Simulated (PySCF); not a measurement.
CH8ClO2Si3 (doublet state).
Z-matrix (Å and degrees, GFN2-xTB geometry), rows numbered from 1:
```
Si
O   1  1.6217
C   2  1.4061  1  128.41
Si  3  1.9143  2  106.17  1  -170.73
O   4  1.6315  3  106.63  2    43.66
Si  5  1.6175  4  149.00  3    -0.95
Cl  6  2.0074  5  109.53  4    49.76
H   1  1.4650  2  111.39  3    60.84
H   1  1.4675  2  110.42  3   -59.29
H   1  1.4541  2   98.72  3  -178.65
H   3  1.0978  2  109.65  1   -51.94
H   3  1.0938  2  110.06  1    65.60
H   4  1.4621  3  114.10  2   158.12
H   6  1.4543  5  102.61  4   165.96
H   6  1.4519  5  109.59  4   -69.69
```

The hyperfine couplings belong to this conformer and change with its torsions.

Identity: `[SiH3]OC[SiH]O[SiH2]Cl` [radical].

Method used: PySCF 2.14.0, UKS B3LYP, pcH-1 on C Cl H O Si, non-relativistic, mean-field spin-orbit, GIAO. Isolated species at its GFN2-xTB geometry (one conformer only). Couplings are sensitive to structure, and on GFN2-xTB geometries they can be far from those on DFT ones, by a factor of two or more for some ions and for spin on atoms past the first row. The SCF solution wasn't tested for stability.

**Question.** Match the computed a_iso(29Si) values -625.4, -10.2, -1.6 MHz with the sites Si1; Si4; Si6.

**Answer.** 
| site | a_iso (MHz) | ρ(0) (bohr⁻³) | position | distance from Si4 (Å) | spin population | largest \|T\| (MHz) |
| --- | --- | --- | --- | --- | --- | --- |
| Si1 | -1.6 | +0.0018 | 3 bonds from Si4 | 4.28 | 0.00 | 0.1 |
| Si4 | -625.4 | +0.7048 | largest spin population | 0.00 | +0.85 | 154.7 |
| Si6 | -10.2 | +0.0115 | 2 bonds from Si4 | 3.13 | +0.01 | 3.1 |

**Question.** The isotropic 17O couplings are -37.7, +2.9 MHz. Assign them to O2; O5.

**Answer.** 
```tsv
site	a_iso (MHz)	ρ(0) (bohr⁻³)	position	distance from Si4 (Å)	spin population	largest |T| (MHz)
O2	+2.9	-0.0048	2 bonds from Si4	2.67	0.00	0.8
O5	-37.7	+0.0620	1 bond from Si4	1.63	+0.04	22.9
```

ρ(0) is the spin density at the nucleus and T the dipolar tensor; a_iso includes a spin–orbit part; entries for several nuclei are means. The largest Mulliken spin population is on Si4 (+0.85). The angles at Si4 add up to 324.9°, so it is pyramidal.

Class means assume fast exchange of nuclei equivalent by connectivity; if that motion is slow, each nucleus keeps its own coupling. The 1H value of +23.1 MHz is a mean of couplings from -1.1 to 47.4 MHz in this one geometry, not an average over conformers.
